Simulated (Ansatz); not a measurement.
Geometry optimisation, UKS B3LYP/def2-SVP (Ansatz).

The input (input.yaml):

```yaml
crystal:
  periodic: [false, false, false]
  atoms:
    - { symbol: Al, position_ang: [-0.082354, -0.593419, -0.004617] }
    - { symbol: H, position_ang: [0.706589, 0.081851, 2.542988] }
    - { symbol: F, position_ang: [1.298773, 0.337542, -0.244329] }
    - { symbol: F, position_ang: [-1.599161, 0.098281, -0.220049] }
    - { symbol: O, position_ang: [-0.023544, -0.344594, 2.027287] }
    - { symbol: H, position_ang: [-0.814703, -0.380761, 2.59582] }
magnetization:
  spin_polarized: true
  initial_magnetization: 1
basis:
  gaussian: { orbitals: def2-SVP }
hamiltonian:
  xc: b3lyp
relax:
  f_tol: 0.03
  max_steps: 50
output:
  orbitals: {}
```

Run as:

```bash
$ ansatz run input.yaml --threads 2 --pin off --max-ram 3072MiB --backend cpu --events-out ev --progress --plain --runs-dir out
```

**Question.** Where does it end, and by what steps?

**Answer.** The run converged. After 7 steps the energy has fallen by 0.110 eV; H6 moved furthest, 0.35 Å.

| step | energy less start (eV) | largest force component (eV/Å) | accepted |
| --- | --- | --- | --- |
| 0 | 0.0000 | 0.650 | yes |
| 1 | -0.0338 | 0.550 | yes |
| 2 | -0.0140 | 1.621 | no |
| 3 | -0.0723 | 0.309 | yes |
| 4 | -0.0930 | 0.530 | yes |
| 5 | -0.1039 | 0.350 | yes |
| 6 | -0.1095 | 0.057 | yes |
| 7 | -0.1098 | 0.028 | yes |

```xyz
6
Properties=species:S:1:pos:R:3
Al -0.046 -0.648 0.043
H 0.701 0.072 2.255
F 1.262 0.426 -0.015
F -1.578 0.066 0.014
O -0.008 -0.570 2.066
H -0.845 -0.147 2.333
```

Whether the end is a true minimum wasn't checked by a vibrational analysis.

Time of the run: 20 s on 2 threads of Intel(R) Xeon(R) Platinum 8259CL CPU @ 2.50GHz (Skylake/Cascade Lake), with other jobs on the host, peak memory 0.18 GiB.
